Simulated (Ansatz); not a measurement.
F2Si, triplet, at a GFN2-xTB geometry (the spin is typed, not shown lowest); BHLYP/cc-pVDZ (Ansatz, an electronic-structure program).

Here is a job for Ansatz.
Ansatz 0.2 input:
```yaml
crystal:
  periodic: [false, false, false]
  atoms:
    - {symbol: Si, position_ang: [-0.03269801, -0.01543688, 0.55306998]}
    - {symbol: F, position_ang: [1.10572363, -0.70625359, -0.38634522]}
    - {symbol: F, position_ang: [-1.05486006, 0.73026650, -0.47398585]}
basis:
  gaussian:
    orbitals: cc-pVDZ
hamiltonian:
  xc: {name: BHLYP}
magnetization: {spin_polarized: true, initial_magnetization: 2}
accuracy: high
```

The log (banner, timings and long lists left out):

```
Functional definition: BHLYP
901 factors; integrals over basis functions are off by at most 2.6e-9 eV
mean field evaluation 1: about -13305.7679 eV, gradient 2.6e1 eV
mean field evaluation 2: about -13304.9424 eV, gradient 3.2e1 eV
mean field evaluation 4: about -13308.1421 eV, gradient 4.8e-1 eV
mean field evaluation 8: about -13308.3255 eV, gradient 7.2e-2 eV
mean field evaluation 16: about -13308.3256 eV, gradient 3.0e-5 eV
mean field -13308.32557566 eV, -489.0719441984 hartree, gradient 2.3e-8 eV, S^2 2.002739; 0 other end points of the search recorded, 0 dependent functions left out
reference -13308.32559428 eV, -489.0719448827 hartree; 17, 15 occupied and 29, 31 virtual orbitals, 901 factors
Total energy: -13308.32559428 eV, -489.0719448827 hartree
```
